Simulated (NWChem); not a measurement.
System: BiH$_{3}$TeO$_{2}$; SMILES [OH][Bi]([OH])[TeH]

```xyz
7

Bi     0.0027     0.9559    -0.2476
O      1.4878     1.3135     1.1805
H      1.6967     0.4907     1.6444
O     -1.6171     1.2570     1.0359
H     -1.2967     1.2533     1.9487
Te    -0.0167    -1.9159     0.0051
H      1.2767    -2.0228    -1.0429
```
Atoms are numbered in this order, from 1.

Results from NWChem. Coordinates come from a PBE0/def2-SVP optimisation. def2 effective core potentials on Te, Bi; no spin-orbit coupling. Ions are spin-unrestricted doublets at the neutral geometry; other ion states weren't tried.

```csv
level,"vertical ionisation energy, ΔSCF (eV)",−ε(HOMO) (eV),ΔSCF minus −ε(HOMO) (eV)
B3LYP/def2-SVP,8.48,6.23,2.25
PBE/def2-SVP,8.27,5.40,2.87
Hartree-Fock/def2-SVP,7.73,8.84,-1.11
"LDA (Slater exchange, VWN5)/def2-SVP",8.52,5.57,2.95
r2SCAN/def2-SVP,8.43,5.71,2.72
```
